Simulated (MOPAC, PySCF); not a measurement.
CH4OSi2, SMILES `C1[SiH2][Si]1=O`, neutral singlet in the gas phase. 

Cartesian coordinates (Å):
```xyz
8

O      2.7880    -0.8176     0.2814
Si     1.3053    -0.5034     0.1419
C      0.1367     0.9216    -0.0680
Si    -0.9321    -0.7181    -0.0097
H      0.1340     1.4668    -1.0131
H     -0.0005     1.6178     0.7608
H     -1.6232    -1.0870    -1.2634
H     -1.8082    -0.8801     1.1701
```
Charge 0, multiplicity 1.

All levels are single points at this geometry (B3LYP-D3(BJ)/def2-TZVP); Pople sets use spherical d functions. Orbital energies aren't observables, and empty levels follow the basis.

PM6 in MOPAC gives gap (eV) = 7.20.

Question: Estimate the gap (eV) from each of these levels: PBE-D3(BJ)/def2-TZVP in PySCF; TPSSh-D3(BJ)/def2-TZVP in PySCF; B3LYP/3-21G in PySCF; B3LYP/6-311+G** in PySCF; B3LYP/6-31G* in PySCF; M06-2X/6-31G* in PySCF; PBE/6-31G* in PySCF; HF/6-31G* in PySCF; HF/STO-3G in PySCF; AM1 in MOPAC; PM3 in MOPAC; PM7 in MOPAC.

Answer: 
```json
[
 {"level": "PBE-D3(BJ)/def2-TZVP in PySCF", "gap (eV)": "2.79"},
 {"level": "TPSSh-D3(BJ)/def2-TZVP in PySCF", "gap (eV)": "3.75"},
 {"level": "B3LYP/3-21G in PySCF", "gap (eV)": "4.66"},
 {"level": "B3LYP/6-311+G** in PySCF", "gap (eV)": "4.50"},
 {"level": "B3LYP/6-31G* in PySCF", "gap (eV)": "4.57"},
 {"level": "M06-2X/6-31G* in PySCF", "gap (eV)": "6.85"},
 {"level": "PBE/6-31G* in PySCF", "gap (eV)": "2.90"},
 {"level": "HF/6-31G* in PySCF", "gap (eV)": "10.96"},
 {"level": "HF/STO-3G in PySCF", "gap (eV)": "12.83"},
 {"level": "AM1 in MOPAC", "gap (eV)": "7.99"},
 {"level": "PM3 in MOPAC", "gap (eV)": "6.47"},
 {"level": "PM7 in MOPAC", "gap (eV)": "8.13"}
]
```
